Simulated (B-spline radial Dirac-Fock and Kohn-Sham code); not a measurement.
# Pm: eigenvalues, ΔSCF and the reference

System: the free promethium atom, configuration [Xe] 4f4 5d1 6s2 (an excited configuration).

The density-functional columns are spherical, spin-unpolarised Dirac-Kohn-Sham results without Breit or QED terms: −ε is minus the orbital energy of the initial state and ΔSCF the difference of two total energies. The reference in the last column comes from Dirac-Fock (average of configuration) total-energy differences with a finite nucleus, the Breit interaction including its frequency dependence, and self-energy and vacuum-polarisation corrections. All numbers are from an atomic code on a B-spline grid, in eV; a selection of levels is shown. The Kohn-Sham columns are given as differences from the reference. For the 1s level of heavy atoms much of the gap between ΔSCF and the reference is the Breit and QED part, -184.1 eV here; for other levels the error of the functional can be larger.

```csv
level,LDA −ε − DF,LDA ΔSCF − DF,Dirac-Fock
K,-258.2,+171.1,45194.5
L1,-136.1,-59.2,7445.7
L2,-100.2,-2.8,7025.9
L3,-106.2,-17.8,6472.4
M1,-67.2,-43.9,1666.7
M2,-53.0,-28.4,1487.4
M3,-52.1,-29.0,1374.1
M4,-32.4,-5.3,1066.2
M5,-32.9,-6.4,1042.4
N1,-31.0,-21.1,354.0
N2,-23.9,-14.2,284.1
N3,-23.9,-14.6,259.3
N4,-11.1,-2.1,142.7
N5,-11.2,-2.3,138.4
"N6,7",-4.1,+3.1,11.83
O1,-8.4,-3.0,53.67
O2,-4.2,+0.8,32.13
O3,-4.2,+0.6,28.60
"O4,5",-2.5,+1.0,5.47
P1,-0.9,+1.6,4.98
```

Values without a named source are computed, but for edge energies of neutral atoms, which are taken from tables.
